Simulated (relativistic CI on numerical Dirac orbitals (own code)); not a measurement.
# Line list: Electric-dipole lines, In²⁺

Method of calculation: Dirac-Coulomb-Breit CI, KLI orbitals optimised for each configuration, model QED (radiative potential, 1s self-energy scaled to tabulated hydrogen-like ionisation energies), valence Slater integrals scaled by 0.85, P86 correlation estimate, and configurations built on the next ion tied to the tabulated ionisation energy (semi-empirical) (own radial code, finite nucleus).

Configurations in the expansion (outside the closed core [Kr]): 4d¹⁰5s, 4d¹⁰5p, 4d¹⁰5d, 4d¹⁰6s, 4d¹⁰4f, 4d¹⁰5f, 4d⁹5s², 4d¹⁰6p, 4d¹⁰7s, 4d¹⁰6d, 4d¹⁰7p, 4d⁹5s4f, 4d¹⁰5g, 4d⁸5s5p², 4d⁹5s5p, 4d¹⁰7d, 4d⁹5p², 4d¹⁰6f, 4d⁹5p5d, 4d⁹5s6p, 4d⁸5s²5p. Levels of other configurations are missing.

```tsv
λ vac (nm)	Lower	Upper	A (s⁻¹)	log gf	S velocity/length
55.997	4d¹⁰5s ²S1/2 [1]	4d¹⁰7p ²P°3/2 [32]	1.08e+08	-1.69	1.48
56.053	4d¹⁰5s ²S1/2 [1]	4d¹⁰7p ²P°1/2 [31]	1.19e+09	-0.95	0.99
56.355	4d¹⁰5s ²S1/2 [1]	4d¹⁰7p ²P°1/2 [29]	1.44e+09	-0.86	0.75
68.655	4d¹⁰5s ²S1/2 [1]	4d¹⁰6p ²P°1/2 [9]	2.60e+07	-2.44	1.90
77.632	4d¹⁰5p ²P°1/2 [2]	4d¹⁰7d ²D3/2 [39]	9.37e+07	-1.47	1.19
79.969	4d¹⁰5p ²P°3/2 [3]	4d¹⁰7d ²D5/2 [40]	1.12e+08	-1.19	0.97
80.023	4d¹⁰5p ²P°3/2 [3]	4d¹⁰7d ²D3/2 [39]	1.71e+07	-2.18	0.99
91.387	4d¹⁰5p ²P°1/2 [2]	4d¹⁰6d ²D3/2 [21]	3.74e+08	-0.73	0.76
94.575	4d¹⁰5p ²P°3/2 [3]	4d¹⁰6d ²D5/2 [22]	3.87e+08	-0.51	0.73
94.719	4d¹⁰5p ²P°3/2 [3]	4d¹⁰6d ²D3/2 [21]	6.16e+07	-1.48	0.73
95.799	4d¹⁰5p ²P°3/2 [3]	4d¹⁰7s ²S1/2 [20]	4.13e+08	-0.94	0.68
222.02	4d¹⁰6p ²P°1/2 [9]	4d¹⁰7d ²D3/2 [39]	8.83e+07	-0.58	1.05
227.64	4d¹⁰6p ²P°3/2 [10]	4d¹⁰7d ²D5/2 [40]	9.81e+07	-0.34	1.02
228.08	4d¹⁰6p ²P°3/2 [10]	4d¹⁰7d ²D3/2 [39]	1.59e+07	-1.30	1.02
295.03	4d¹⁰5d ²D3/2 [7]	4d¹⁰4f ²F°5/2 [12]	5.93e+08	0.67	0.82
297.14	4d¹⁰5d ²D5/2 [8]	4d¹⁰4f ²F°7/2 [13]	6.57e+08	0.84	0.82
297.24	4d¹⁰5d ²D5/2 [8]	4d¹⁰4f ²F°5/2 [12]	4.31e+07	-0.47	0.82
364.60	4d¹⁰4f ²F°7/2 [13]	4d¹⁰7d ²D5/2 [40]	2.38e+06	-1.55	1.66
365.58	4d¹⁰4f ²F°5/2 [12]	4d¹⁰7d ²D3/2 [39]	2.28e+06	-1.74	1.60
389.82	4d¹⁰6p ²P°1/2 [9]	4d¹⁰6d ²D3/2 [21]	2.82e+08	0.41	0.99
406.24	4d¹⁰6p ²P°3/2 [10]	4d¹⁰6d ²D5/2 [22]	3.22e+08	0.68	0.99
408.80	4d¹⁰6p ²P°1/2 [9]	4d¹⁰7s ²S1/2 [20]	1.12e+08	-0.25	0.90
408.90	4d¹⁰6p ²P°3/2 [10]	4d¹⁰6d ²D3/2 [21]	5.34e+07	-0.27	0.99
429.83	4d¹⁰6p ²P°3/2 [10]	4d¹⁰7s ²S1/2 [20]	2.22e+08	0.09	0.90
539.44	4d¹⁰6s ²S1/2 [6]	4d¹⁰6p ²P°3/2 [10]	1.16e+08	0.30	1.02
574.55	4d¹⁰5d ²D3/2 [7]	4d¹⁰6p ²P°3/2 [10]	7.89e+06	-0.81	1.19
576.66	4d¹⁰6s ²S1/2 [6]	4d¹⁰6p ²P°1/2 [9]	9.69e+07	-0.01	0.98
583.00	4d¹⁰5d ²D5/2 [8]	4d¹⁰6p ²P°3/2 [10]	7.09e+07	0.16	1.17
616.98	4d¹⁰5d ²D3/2 [7]	4d¹⁰6p ²P°1/2 [9]	6.87e+07	-0.11	1.08
```

Terms are leading LS components. Brackets give the number of a level in order of energy, since labels repeat. The list gives strong lines, with weight on those to low levels, without configurations that were not tied to measured data, among the lowest 48 of 490 levels, so that lines to higher ones, which can be the strongest, are missing, and without lines across small gaps between configurations, and without 31 lines that miss the measured interval by over 3.5 %, start from a term whose rates miss tabulated ones by over 60 %, have gauges far apart or, lacking measured levels, span too small a gap for the errors found; lines with a level outside our table were not tested and can miss by more. Levels whose partners in the same complex of configurations lie outside the list can be far off, and so can their lines. Rates are taken at the computed energies, electric ones in the length gauge. A velocity-to-length ratio far from 1 marks an uncertain rate.

Configurations that consist of the next ion and one excited electron were tied to the tabulated ionisation energy; Rydberg ones are usually within 1,000 to 3,000 cm⁻¹ and the lowest ones within about 6,000 (9,000 in d shells), while levels on excited terms of the next ion carry the error of that term, and the other configurations can be misplaced by 10,000 cm⁻¹ or more. Rates follow the energies as ν³ (E1, M1) or ν⁵ (E2), so rates, branching and lifetimes can be off by large factors. The fine structure of a lone outer electron comes out too small, for d and f at times inverted, and misplaced configurations move strength between like terms. 16 of the 17 excited levels that our extract of the measured tables holds in this range could be paired (the sources list more); they are missed by 1585 cm⁻¹ on average and 4703 at most, and levels without a partner can miss by more.

LS names give the leading component of a level, which can be under half, so a name can repeat, a term be missing and a line seem to break the LS rules.
